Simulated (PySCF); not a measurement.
# Ionisation energy of Rb by level of theory

Rb [Kr] 5s1 (2S) → Rb⁺ [Kr] (1S), as a difference of total energies. Calculation: PySCF 2.14, in x2c-TZVPall; scalar relativity by spin-free X2C-1e. The calculations carry no spin-orbit coupling.

| method | ionisation energy (eV) |
| --- | --- |
| UHF | 3.798 |
| M06-2X | 4.095 |
| TPSS | 4.068 |

For comparison: 4.177 eV (measured; NIST Atomic Spectra Database, ionization energies).
